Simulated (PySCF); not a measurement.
Isomers of C6H11NO2Si, mass 157.056 u with the commonest isotopes. Theory: PBE0/pcSseg-1 in PySCF (dipole) on a GFN2-xTB geometry, gas phase. One conformer each, none proved a minimum here; rigid rotors.

Question: Order these by rotational constant A, smallest first.
A. `[CH3:1][CH2:2][C@@H:3]([C:4]#[N:5])[SiH2:6][O:7][C:8]([CH3:9])=[O:10]` with C1–C2–C3–C4 63°, C2–C3–Si6–O7 -176°, C3–Si6–O7–C8 178°, Si6–O7–C8–C9 -176°
B. `[CH3:1][O:2][CH2:3][Si@@H:4]([OH:5])[n:6]1[cH:7][cH:8][cH:9][cH:10]1` with C1–O2–C3–Si4 -178°, O2–C3–Si4–O5 -49°, C3–Si4–O5–H 42°, C3–Si4–N6–C7 6°
C. `[CH3:1][O:2][Si@H:3]([OH:4])[n:5]1[cH:6][cH:7][cH:8][c:9]1[CH3:10]` with C1–O2–Si3–O4 -55°, O2–Si3–O4–H -171°, O2–Si3–N5–C6 123°
D. `[CH3:1][CH2:2][NH:3][C:4](=[O:5])[C@@H:6]1[SiH2:7][CH2:8][C:9]1=[O:10]` with C1–C2–N3–C4 104°, C2–N3–C4–O5 7°, N3–C4–C6–Si7 152°, C4–C6–Si7–C8 -128°, C6–Si7–C8–C9 9°, Si7–C8–C9–O10 163°, C4–C6–C9–C8 132°
E. `[NH2:1][C:2](=[O:3])[Si@@H:4]1[CH2:5][C@@H:6]([CH:7]2[CH2:8][CH2:9]2)[O:10]1` with H–N1–C2–O3 -173° and -4°, N1–C2–Si4–C5 77°, C5–C6–C7–C8 75°
F. `[CH2:1]=[CH:2][CH2:3][C@@:4]([C:5]#[N:6])([O:7][CH3:8])[O:9][SiH3:10]` with C1–C2–C3–C4 -122°, C2–C3–C4–C5 176°, C3–C4–O7–C8 178°, C3–C4–O9–Si10 64°

Answer: F (1262 MHz), B (1879 MHz), D (1971 MHz), C (2016 MHz), A (2428 MHz), E (3089 MHz).

Question: Order these by rotational constant C, largest first.
A. `[CH3:1][CH2:2][C@@H:3]([C:4]#[N:5])[SiH2:6][O:7][C:8]([CH3:9])=[O:10]` with C1–C2–C3–C4 63°, C2–C3–Si6–O7 -176°, C3–Si6–O7–C8 178°, Si6–O7–C8–C9 -176°
B. `[CH3:1][CH2:2][C@@:3]1([CH2:4][C:5]#[N:6])[CH2:7][O:8][SiH2:9][O:10]1` with C1–C2–C3–C4 63°, C2–C3–C4–C5 60°, C2–C3–C7–O8 95°, C3–C7–O8–Si9 18°, C7–O8–Si9–O10 -6°, O8–Si9–O10–C3 -9°
C. `[NH2:1][C:2](=[O:3])[Si@@H:4]1[CH2:5][C@@H:6]([CH:7]2[CH2:8][CH2:9]2)[O:10]1` with H–N1–C2–O3 -173° and -4°, N1–C2–Si4–C5 77°, C5–C6–C7–C8 75°
D. `[CH2:1]=[CH:2][CH2:3][C@@:4]([C:5]#[N:6])([O:7][CH3:8])[O:9][SiH3:10]` with C1–C2–C3–C4 -122°, C2–C3–C4–C5 176°, C3–C4–O7–C8 178°, C3–C4–O9–Si10 64°
E. `[CH3:1][O:2][Si@H:3]([OH:4])[n:5]1[cH:6][cH:7][cH:8][c:9]1[CH3:10]` with C1–O2–Si3–O4 -55°, O2–Si3–O4–H -171°, O2–Si3–N5–C6 123°
F. `[CH3:1][O:2][CH2:3][Si@@H:4]([OH:5])[n:6]1[cH:7][cH:8][cH:9][cH:10]1` with C1–O2–C3–Si4 -178°, O2–C3–Si4–O5 -49°, C3–Si4–O5–H 42°, C3–Si4–N6–C7 6°

Answer: D (781.6 MHz), B (714.1 MHz), E (656.1 MHz), F (598.6 MHz), C (579.2 MHz), A (482.1 MHz).

Question: Order these by out-of-plane moment Σ m c² = (Ia + Ib − Ic)/2, largest first.
A. `[NH2:1][C:2](=[O:3])[Si@@H:4]1[CH2:5][C@@H:6]([CH:7]2[CH2:8][CH2:9]2)[O:10]1` with H–N1–C2–O3 -173° and -4°, N1–C2–Si4–C5 77°, C5–C6–C7–C8 75°
B. `[CH3:1][CH2:2][C@@:3]1([CH2:4][C:5]#[N:6])[CH2:7][O:8][SiH2:9][O:10]1` with C1–C2–C3–C4 63°, C2–C3–C4–C5 60°, C2–C3–C7–O8 95°, C3–C7–O8–Si9 18°, C7–O8–Si9–O10 -6°, O8–Si9–O10–C3 -9°
C. `[CH3:1][CH2:2][C@@H:3]([C:4]#[N:5])[SiH2:6][O:7][C:8]([CH3:9])=[O:10]` with C1–C2–C3–C4 63°, C2–C3–Si6–O7 -176°, C3–Si6–O7–C8 178°, Si6–O7–C8–C9 -176°
D. `[CH3:1][O:2][Si@H:3]([OH:4])[n:5]1[cH:6][cH:7][cH:8][c:9]1[CH3:10]` with C1–O2–Si3–O4 -55°, O2–Si3–O4–H -171°, O2–Si3–N5–C6 123°
E. `[CH3:1][CH2:2][NH:3][C:4](=[O:5])[C@@H:6]1[SiH2:7][CH2:8][C:9]1=[O:10]` with C1–C2–N3–C4 104°, C2–N3–C4–O5 7°, N3–C4–C6–Si7 152°, C4–C6–Si7–C8 -128°, C6–Si7–C8–C9 9°, Si7–C8–C9–O10 163°, C4–C6–C9–C8 132°
F. `[CH3:1][O:2][CH2:3][Si@@H:4]([OH:5])[n:6]1[cH:7][cH:8][cH:9][cH:10]1` with C1–O2–C3–Si4 -178°, O2–C3–Si4–O5 -49°, C3–Si4–O5–H 42°, C3–Si4–N6–C7 6°
G. `[CH2:1]=[CH:2][CH2:3][C@@:4]([C:5]#[N:6])([O:7][CH3:8])[O:9][SiH3:10]` with C1–C2–C3–C4 -122°, C2–C3–C4–C5 176°, C3–C4–O7–C8 178°, C3–C4–O9–Si10 64°

Answer: G (135.90 u·Å²), B (72.78 u·Å²), A (69.09 u·Å²), E (46.57 u·Å²), F (43.32 u·Å²), D (36.03 u·Å²), C (30.18 u·Å²).

| SMILES | point group | Ia (u·Å²) | Ib (u·Å²) | Ic (u·Å²) | κ | μa (D) | μb (D) | μc (D) |
| --- | --- | --- | --- | --- | --- | --- | --- | --- |
| CC[C@@H](C#N)[SiH2]OC(C)=O | C1 | 208.17 | 900.41 | 1048.22 | -0.92 | 0.61 | 2.00 | 2.13 |
| COC[Si@@H](O)n1cccc1 | C1 | 269.02 | 661.87 | 844.24 | -0.74 | 2.89 | 0.97 | 0.42 |
| CC[C@@]1(CC#N)CO[SiH2]O1 | C1 | 267.55 | 585.74 | 707.72 | -0.75 | 2.56 | 1.45 | 1.24 |
| CCNC(=O)[C@@H]1[SiH2]CC1=O | C1 | 256.38 | 672.30 | 835.55 | -0.79 | 1.26 | 1.07 | 0.60 |
| NC(=O)[Si@@H]1C[C@@H](C2CC2)O1 | C1 | 163.59 | 847.16 | 872.59 | -0.99 | 2.00 | 1.76 | 1.78 |
| CO[Si@H](O)n1cccc1C | C1 | 250.70 | 591.67 | 770.32 | -0.71 | 2.01 | 0.32 | 1.20 |
| C=CC[C@@](C#N)(OC)O[SiH3] | C1 | 400.32 | 518.06 | 646.59 | -0.19 | 1.86 | 0.02 | 1.61 |
